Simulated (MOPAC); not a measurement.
A run for MOPAC: PM6 on GaS+, 2S+1 = 3, a spin state set in the input, which need not be the lowest, a point of a bond scan (R = 2.405 Å). Charge +1.

```
PM6 1SCF PRECISE CHARGE=1 UHF MS=1 THREADS=1
GaS

S      0.00000000 1     0.00000000 1     0.00000000 1
Ga     0.00000000 1     0.00000000 1     2.40494700 1
```

Program output:

```
*******************************************************************************
 **                                                                           **
 **                              MOPAC v23.2.5                                **
 **                                                                           **
 *******************************************************************************
 ** MOPAC's Digital Object Identifier: https://doi.org/10.5281/zenodo.6511958 **
 **                                                                           **
 ** Please cite the open-source release paper for use of this MOPAC version:  **
 ** J. E. Moussa and J. J. P. Stewart (2026)                                  **
 ** MOPAC: An open-source semiempirical molecular orbital program             **
 ** J. Open Source Softw., 11(119), 8025, https://doi.org/10.21105/joss.08025 **
 *******************************************************************************

                              PM6 CALCULATION RESULTS

 *******************************************************************************
 *  PM6        - The PM6 Hamiltonian to be used
 *  UHF        - UNRESTRICTED HARTREE-FOCK CALCULATION
 *
 *
 *
 *                 CHARGE ON SYSTEM = +1
 *
 *
 *
 *  MS=        - IN MECI, MAGNETIC COMPONENT OF SPIN =  1.0
 *  PRECISE    - TIGHTER CRITERIA TO BE USED
 *  1SCF       - DO 1 SCF AND THEN STOP
 *  THREADS=1  - MULTI-THREADING NOT USED
 *  T=         - A TIME OF 172800.0 SECONDS REQUESTED
 *  DUMP=N     - RESTART FILE WRITTEN EVERY 7200.0 SECONDS REQUESTED
 *******************************************************************************
PM6 1SCF PRECISE CHARGE=1 UHF MS=1 THREADS=1
 GaS

   ATOM   CHEMICAL          X               Y               Z
  NUMBER   SYMBOL      (ANGSTROMS)     (ANGSTROMS)     (ANGSTROMS)

     1       S          0.00000000  *   0.00000000  *   0.00000000  *
     2      Ga          0.00000000  *   0.00000000  *   2.40494700  *



          CARTESIAN COORDINATES

    NO.       ATOM           X           Y           Z

     1         S          0.0000      0.0000      0.0000
     2        Ga          0.0000      0.0000      2.4049

 General Reference for PM6:
 "Optimization of Parameters for Semiempirical Methods V: Modification of NDDO Approximations
 and Application to 70 Elements", J. J. P. Stewart, J. Mol. Mod., 13, 1173-1213 (2007)
 URL: https://link.springer.com/article/10.1007/s00894-007-0233-4

           Empirical Formula: S Ga  =     2 atoms



      MOLECULAR POINT GROUP   :   C*v


          UHF CALCULATION, NO. OF ALPHA ELECTRONS =    5
                           NO. OF BETA  ELECTRONS =    3

 -------------------------------------------------------------------------------
 PM6 1SCF PRECISE CHARGE=1 UHF MS=1 THREADS=1
 GaS



     1SCF WAS SPECIFIED, SO BFGS WAS NOT USED
     SCF FIELD WAS ACHIEVED


                              PM6 CALCULATION
                                                       MOPAC v23.2.5 Linux




          FINAL HEAT OF FORMATION =        231.65165 KCAL/MOL =     969.23050 KJ/MOL


          COSMO AREA              =         91.47 SQUARE ANGSTROMS
          COSMO VOLUME            =         76.05 CUBIC ANGSTROMS

          IONIZATION POTENTIAL    =         14.817786 EV
          ALPHA SOMO LUMO (EV)    =        -14.818 -5.392
          BETA  SOMO LUMO (EV)    =        -16.355 -7.506
          NO. OF ALPHA ELECTRONS  =          5
          NO. OF BETA  ELECTRONS  =          3
          MOLECULAR WEIGHT        =        101.7950         POINT GROUP:  C*v

          MOLECULAR DIMENSIONS (Angstroms)

            Atom       Atom       Distance
           Ga     2    S     1     2.40495
           Ga     2    S     1     0.00000
            S     1   Ga     2     0.00000


          SCF CALCULATIONS        =          1





   ATOM   CHEMICAL          X               Y               Z
  NUMBER   SYMBOL      (ANGSTROMS)     (ANGSTROMS)     (ANGSTROMS)

     1       S          0.00000000  *   0.00000000  *   0.00000000  *
     2      Ga          0.00000000  *   0.00000000  *   2.40494700  *

                             CARTESIAN COORDINATES

   1    S        0.000000000     0.000000000     0.000000000
   2   Ga        0.000000000     0.000000000     2.404947000


           Empirical Formula: S Ga  =     2 atoms



      MOLECULAR POINT GROUP   :   C*v


          ALPHA EIGENVALUES
 -36.06768 -20.09679 -15.06109 -14.95632 -14.81779  -5.39226  -5.38014  -4.19510
  11.69701  12.02164  12.13143  13.22742  14.78992


           BETA EIGENVALUES
 -23.61429 -18.44053 -16.35543  -7.50629  -6.46280  -6.22551  -4.91724  -4.85048
  -3.22831  10.34983  10.86306  10.98503  12.65286


              NET ATOMIC CHARGES AND DIPOLE CONTRIBUTIONS

  ATOM NO.   TYPE          CHARGE      No. of ELECS.   s-Pop       p-Pop       d-Pop
    1          S           0.237244        5.7628     1.93481     2.87737     0.95058
    2         Ga           0.762756        2.2372     1.92238     0.31486
 DIPOLE           X         Y         Z       TOTAL
 POINT-CHG.     0.000     0.000     0.898     0.898
 HYBRID         0.000    -0.000    -1.348     1.348
 SUM            0.000    -0.000    -0.451     0.451


          ATOMIC ORBITAL ELECTRON POPULATIONS

     Atom    s        px        py        pz      x^2-y^2     xz        z^2       yz        xy
    1  S   1.93481   1.02001   0.97670   0.88066   0.00000   0.94909   0.00125   0.00024   0.00000
    2 Ga   1.92238   0.03090   0.02306   0.26089


                    (SZ)    =    1.000000
                    (S**2)  =    2.955186


          ATOMIC ORBITAL SPIN POPULATIONS

    Atom   Total    s     px     py     pz   x^2-y^2  xz     z^2    yz     xy
         Atomic
    1  S  1.7596  0.043  0.929  0.977  0.759 -0.000 -0.949  0.000  0.000 -0.000
    2 Ga  0.2404  0.035  0.020  0.023  0.162

 **********************
 *                    *
 * JOB ENDED NORMALLY *
 *                    *
 **********************




 == MOPAC DONE ==
```

The run finished. Its determinant has ⟨S²⟩ = 2.96, a mixture of spin states.

Cost: very roughly 0.03 core-seconds.
